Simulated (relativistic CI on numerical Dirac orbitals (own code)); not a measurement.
**Radial parameters of Gd²²⁺**

Computed by Dirac-Coulomb-Breit CI, orbitals from a KLI potential per configuration, QED by a radiative potential, unscaled Slater integrals (own radial code, finite nucleus).

Slater integrals F^k, G^k are unscaled and averaged over j, outside the closed core [Ar] 3d10; ζ comes from projecting the Hamiltonian with its Breit term on Σ l·s of the shell.

- 4s²4p⁶4d⁶: F^2(4d,4d) = 180970, F^4(4d,4d) = 122810, ζ(4d) = 23608 cm⁻¹; <r>(4d) = 0.5585, <r^2>(4d) = 0.3565 (bohr units).
- 4s²4p⁵4d⁷: ζ(4p) = 200640, F^2(4d,4d) = 180950, F^4(4d,4d) = 122790, F^2(4p,4d) = 184550, G^1(4p,4d) = 231810, G^3(4p,4d) = 147460, ζ(4d) = 23518 cm⁻¹; <r>(4p) = 0.5421, <r^2>(4p) = 0.3323, <r>(4d) = 0.5585, <r^2>(4d) = 0.3565 (bohr units).
- 4s²4p⁶4d⁵4f: F^2(4d,4d) = 180920, F^4(4d,4d) = 122770, ζ(4d) = 23612, F^2(4d,4f) = 178890, F^4(4d,4f) = 117070, G^1(4d,4f) = 196370, G^3(4d,4f) = 131690, G^5(4d,4f) = 95686, ζ(4f) = 3093.5 cm⁻¹; <r>(4d) = 0.5587, <r^2>(4d) = 0.3568, <r>(4f) = 0.5529, <r^2>(4f) = 0.3501 (bohr units).

(1) Give the Racah parameters of the d shell in 4s²4p⁶4d⁶.

Averages of the first 10 configurations, taken without configuration mixing, which lowers the lowest level and can move excited configurations by several eV; other configurations of the list can lie among them:

```json
{"Configuration": "4s²4p⁶4d⁶", "Parity": "even", "States": "210", "Average energy above the lowest level (eV)": "16.6"}
{"Configuration": "4s²4p⁵4d⁷", "Parity": "odd", "States": "720", "Average energy above the lowest level (eV)": "163.6"}
{"Configuration": "4s²4p⁶4d⁵4f", "Parity": "odd", "States": "3528", "Average energy above the lowest level (eV)": "168.7"}
{"Configuration": "4s²4p⁴4d⁸", "Parity": "even", "States": "675", "Average energy above the lowest level (eV)": "313.0"}
{"Configuration": "4s4p⁶4d⁷", "Parity": "even", "States": "240", "Average energy above the lowest level (eV)": "269.7"}
{"Configuration": "4p⁶4d⁸", "Parity": "even", "States": "45", "Average energy above the lowest level (eV)": "526.5"}
{"Configuration": "4s²4p⁶4d⁵5s", "Parity": "even", "States": "504", "Average energy above the lowest level (eV)": "244.0"}
{"Configuration": "4s4p⁶4d⁶4f", "Parity": "odd", "States": "5880", "Average energy above the lowest level (eV)": "420.2"}
{"Configuration": "4s²4p⁶4d⁵5p", "Parity": "odd", "States": "1512", "Average energy above the lowest level (eV)": "284.5"}
{"Configuration": "4s²4p⁶4d⁵5d", "Parity": "even", "States": "2520", "Average energy above the lowest level (eV)": "342.5"}
```

Answers

(1) B = F²/49 − 5F⁴/441 = 2301 cm⁻¹ and C = 35F⁴/441 = 9747 cm⁻¹.
